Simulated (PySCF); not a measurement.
**Stationary points of GeH₂⁻**

These are results of PBE0/[Ge def2-TZVPD, H def2-TZVPD], no relativity, density fitting, PySCF, not measurements.

Relaxations began from a few typed shapes; open shells are unrestricted. The search is not exhaustive: other isomers or separated fragments can lie lower, and high-lying points may rest on an excited occupation.

```tsv
spin	group	bonds	angles	imaginary modes (cm⁻¹)	ΔE (kJ/mol)	ΔE with ZPE (kJ/mol)
doublet	C2v	Ge–H 1.624 Å (×2)	H–Ge–H 91.0°	none	0.0	0.0
broken-symmetry Ms = 1/2 (⟨S²⟩ 1.78)	D∞h	Ge–H 1.794 Å (×2)	H–Ge–H 180.0°	1074i, 1074i	261.4	–
```

The lowest minimum found is the doublet C2v: Ge–H 1.624 Å (×2); H–Ge–H 91.0°.

For the lowest minimum: the highest occupied level lies above zero, a sign of self-interaction error or too small a basis; response properties are unreliable. The lowest empty level of this anion is unbound, so it and the gap depend on the basis.
